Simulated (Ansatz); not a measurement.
Species: C$_{2}$H$_{7}$AlO, net charge 0, singlet state. 
Geometry from a B3LYP-D3(BJ)/def2-TZVP (Ansatz, an electronic-structure program) optimisation:
```xyz
11

C      1.7789    -0.7420     0.1083
Al    -0.0081     0.0485    -0.0045
C     -1.6499    -1.0012     0.0396
O     -0.2085     1.7391    -0.1494
H      1.9033    -1.2902     1.0475
H      2.5830    -0.0054     0.0479
H      1.9354    -1.4693    -0.6945
H     -2.5387    -0.3714    -0.0275
H     -1.6839    -1.7191    -0.7856
H     -1.7218    -1.5872     0.9610
H      0.5212     2.3589    -0.1823
```
Charge 0, spin multiplicity 1.

Parts of the frozen-core correlation energy in cc-pV(D+d)Z (Ansatz, hartree). Frozen orbitals: 8; correlated occupied orbitals by spin: 12 and 12; virtual: 80 and 80. No spin-orbit coupling. No relativistic terms.

```tsv
term	value
reference (HF)	-396.67278
MP2 opposite-spin	-0.42083
MP2 same-spin	-0.12867
CCSD correlation	-0.59441
(T)	-0.01453
T1 diagnostic	0.012
largest doubles amplitude	0.024
```
